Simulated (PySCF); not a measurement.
# Spinor energies of As²⁺ (arsenic, charge +2)

Start: [Ar] 3d10 4s1 4p1 5s1; 4s1/2 filled at m_j = +1/2; 4p3/2 filled at m_j = +3/2; 5s1/2 filled at m_j = +1/2. Calculated with PySCF 2.14 in x2c-SVPall-2c with one added diffuse shell each of s, p, d type (6s7p4d, 47 functions): generalised Hartree-Fock with the X2C-1e Hamiltonian and a Gaussian nucleus; one run each with spin-orbit coupling (SO) switched off, then screened by Boettger's factors. This is a chosen level, not necessarily the ground level.

```json
{"spinor shell": "1s1/2", "electrons": "2", "ε, spin-free (eV)": "-11969.3", "ε, screened SO (eV)": "-11969.1", "weight of nominal j (screened SO)": "1.000", "rms radius, screened SO (bohr)": "0.0525"}
{"spinor shell": "2s1/2", "electrons": "2", "ε, spin-free (eV)": "-1600.0", "ε, screened SO (eV)": "-1600.0", "weight of nominal j (screened SO)": "1.000", "rms radius, screened SO (bohr)": "0.219"}
{"spinor shell": "2p1/2", "electrons": "2", "ε, spin-free (eV)": "-1402.1", "ε, screened SO (eV)": "-1427.3", "weight of nominal j (screened SO)": "1.000", "rms radius, screened SO (bohr)": "0.194"}
{"spinor shell": "2p3/2", "electrons": "4", "ε, spin-free (eV)": "-1402.1", "ε, screened SO (eV)": "-1390.1", "weight of nominal j (screened SO)": "1.000", "rms radius, screened SO (bohr)": "0.197"}
{"spinor shell": "3s1/2", "electrons": "2", "ε, spin-free (eV)": "-253.61", "ε, screened SO (eV)": "-253.65", "weight of nominal j (screened SO)": "1.000", "rms radius, screened SO (bohr)": "0.640"}
{"spinor shell": "3p1/2", "electrons": "2", "ε, spin-free (eV)": "-190.02", "ε, screened SO (eV)": "-193.65", "weight of nominal j (screened SO)": "0.998", "rms radius, screened SO (bohr)": "0.660"}
{"spinor shell": "3p3/2", "electrons": "4", "ε, spin-free (eV)": "-190.02", "ε, screened SO (eV)": "-188.32", "weight of nominal j (screened SO)": "0.999", "rms radius, screened SO (bohr)": "0.669"}
{"spinor shell": "3d3/2", "electrons": "4", "ε, spin-free (eV)": "-84.890", "ε, screened SO (eV)": "-85.438", "weight of nominal j (screened SO)": "0.919", "rms radius, screened SO (bohr)": "0.742"}
{"spinor shell": "3d5/2", "electrons": "6", "ε, spin-free (eV)": "-84.890", "ε, screened SO (eV)": "-84.597", "weight of nominal j (screened SO)": "0.946", "rms radius, screened SO (bohr)": "0.744"}
{"spinor shell": "4s1/2", "electrons": "1", "ε, spin-free (eV)": "-44.966", "ε, screened SO (eV)": "-44.982", "weight of nominal j (screened SO)": "0.999", "rms radius, screened SO (bohr)": "1.89"}
{"spinor shell": "4p3/2", "electrons": "1", "ε, spin-free (eV)": "-32.878", "ε, screened SO (eV)": "-32.730", "weight of nominal j (screened SO)": "1.000", "rms radius, screened SO (bohr)": "2.20"}
{"spinor shell": "5s1/2", "electrons": "1", "ε, spin-free (eV)": "-14.936", "ε, screened SO (eV)": "-14.941", "weight of nominal j (screened SO)": "0.915", "rms radius, screened SO (bohr)": "4.46"}
```

| quantity | spin-free | screened SO |
| --- | --- | --- |
| E (hartree) | -2256.84392 | -2256.91513 |
| M_J | 5/2 | 5/2 |
| ⟨J²⟩ | 9.281 | 9.263 |
| ⟨L²⟩ | 2.531 | 2.518 |
| ⟨S²⟩ | 3.751 | 3.753 |

The determinant has a definite M_J but mixes levels of different J.

Each row is a mean over spinors that exchange with the open shell spreads, by up to 1.121 eV (3s1/2).

Without spin-orbit coupling the j labels of p, d and f shells carry no meaning; the spin-free column gives the mean over the occupied spinors of each nl shell, and its ⟨J²⟩ belongs to a mixture of degenerate components.
